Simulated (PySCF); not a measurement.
C₈H₄F₄O: full NMR table

```yaml
Formula: C8H4F4O
SMILES: O=C(F)c1ccccc1C(F)(F)F
Point_group_of_the_computed_structure: Cs
Degrees_of_unsaturation: 5
Carbon_signals: 8
Proton_signals: 4
```

Numbering as in the mapped SMILES `[O:1]=[C:2]([F:3])[c:4]1[cH:5][cH:6][cH:7][cH:8][c:9]1[C:10]([F:11])([F:12])[F:13]`. Each H is labelled by its parent atom.

[PySCF 2.14: GFN2-xTB geometry; NMR shieldings at PBE0/pcSseg-1/GIAO; one computed conformer; in vacuum; non-relativistic Hamiltonian; averaged over atoms made equivalent by symmetry, fast rotation or ring inversion]

Shifts are taken against calculated references (same method and geometry level): ¹H (σ = 31.72 ppm) and ¹³C (σ = 186.93 ppm) vs TMS; ¹⁹F (σ = 170.95 ppm) against CFCl3; ¹⁷O (σ = 336.08 ppm) vs H2O.

| carbon | δC, type | δH (multiplicity) | HMBC from (2–3 bonds) | span of the C tensor (ppm) |
| --- | --- | --- | --- | --- |
| C2 | 160.6, C | – | H(C5) | 208 |
| C4 | 128.1, C | – | H(C5), H(C8), H(C6) | 190 |
| C5 | 141.5, CH | 8.74 (m) | H(C7), H(C6) | 235 |
| C6 | 137.7, CH | 8.02 (m) | H(C5), H(C8), H(C7) | 241 |
| C7 | 141.3, CH | 8.10 (m) | H(C5), H(C8), H(C6) | 245 |
| C8 | 133.7, CH | 8.31 (m) | H(C7), H(C6) | 231 |
| C9 | 141.7, C | – | H(C5), H(C8), H(C7) | 206 |
| C10 | 132.1, C | – | H(C8) | 19 |

Other nuclei:
| atoms | nucleus | environment | δ (ppm) | σ (ppm) |
| --- | --- | --- | --- | --- |
| F3 | ¹⁹F | fluorine bonded to C | 26.9 | 144.1 |
| F11/F12/F13 | ¹⁹F | fluorine of a CF3 group | -76.7 | 247.7 |
| O1 | ¹⁷O | carbonyl oxygen | 460.9 | -124.8 |

- Carbon types of the structure: 4 × C, 4 × CH, which accounts for all hydrogens.
- δC 160.6: carbonyl carbon.
- δC 141.7, 128.1: substituted aromatic carbon.
- δC 141.5, 141.3, 137.7, 133.7: aromatic CH.
- δC 132.1: CF3 carbon; 3 electronegative neighbours deshield it.
- δH 8.74, 8.31, 8.10, 8.02: hydrogen on an aromatic CH.

Splittings by ¹⁹F in the carbon and heteronuclear signals aren't shown, as no couplings were computed. Shifts are as computed. Against solution values, carbons near 30 ppm lie about +3 ppm off and those near 130 ppm about +5 ppm. Of 1211 compounds with measured shifts, 218 miss one by over three times the rms of a fit or turn the order of signals round; such compounds aren't used in these exercises. Unscaled 19F shifts against computed CFCl3 carry errors that often reach 10 to 50 ppm. Unscaled 17O shifts of doubly bonded oxygen tend to come out too high, by tens of ppm or more. Experimental scales use liquid or dissolved standards, which lie at an offset from isolated H2O (liquid H2O: subtract about 36 ppm). No couplings were computed; multiplicities are counted from neighbouring protons, with m where these are inequivalent, close in shift, in a saturated or five-membered ring or joined by F or P, and br s for small geminal =CH2 splittings.
